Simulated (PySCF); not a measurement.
Compound: (F2Al-mu-OH)2.
Z-matrix (Å and degrees, PBE0-D3(BJ)/def2-SVP geometry), rows numbered from 1:
```
Al
F   1  1.6568
F   1  1.6571  2  117.46
O   1  1.8325  2  113.46  3   135.12
Al  4  1.8336  1   99.25  2   112.41
F   5  1.6570  4  113.29  1   110.19
F   5  1.6566  4  113.13  1  -112.62
O   5  1.8325  4   80.72  1    -0.89
H   4  0.9601  1  130.40  2   -64.99
H   8  0.9601  1  130.27  2    70.75
```

Method used: TDDFT CAM-B3LYP/def2-SVPD, vertical, gas phase, core orbitals frozen in the response (PySCF 2.14.0, density-fitted response routines).

Frontier orbitals with the atoms that hold most of them (Löwdin shares over 4%, at most four atoms; ? is withheld):

| orbital | ε (eV) | atoms |
| --- | --- | --- |
| HOMO-3 | -13.18 | F3 26%, F6 26%, F2 14%, F7 14% |
| HOMO-2 | -12.96 | F6 26%, F3 24%, F7 24%, F2 23% |
| HOMO-1 | -12.72 | F3 21%, F2 20%, F6 20%, F7 19% |
| HOMO | -12.70 | O4 26%, O8 25%, F3 12%, F6 12% |
| LUMO | ? | ? |
| LUMO+1 | 0.38 | O4 24%, O8 24%, H9 12%, H10 12% |
| LUMO+2 | 0.74 | Al1 31%, Al5 31%, O8 7%, O4 7% |

Question: Which atoms hold the LUMO, and with what shares?

Answer: Al5 (bonded to 2 F and 2 O) 32%; Al1 (bonded to 2 F and 2 O) 32%; O8 (bonded to 2 Al and H) 8%; O4 (bonded to 2 Al and H) 8%. By element: aluminium 64%, oxygen 16%.

Question: What is the LUMO energy, and the HOMO–LUMO gap?

Answer: ε(LUMO) = -0.66 eV; the gap is 12.05 eV (0.4427 hartree).

Question: The HOMO–LUMO gap is 12.05 eV. Where does the response calculation put the lowest singlet, and from which orbitals?

Answer: S1 is at 8.73 eV (f = 0.0000), 3.32 eV below the gap, made of HOMO→LUMO (79%). 

Next come S2 at 8.90 eV (f 0.0057), HOMO-1→LUMO (74%), HOMO→LUMO+1 (8%); S3 at 9.29 eV (f 0.0000), HOMO-2→LUMO (78%), HOMO-1→LUMO+2 (12%); S4 at 9.47 eV (f 0.0000), HOMO-3→LUMO (84%); S5 at 9.50 eV (f 0.0000), HOMO-4→LUMO (76%), HOMO→LUMO+2 (10%).

Löwdin shares depend on the basis, the more so with diffuse functions.

One conformer stands for the species.
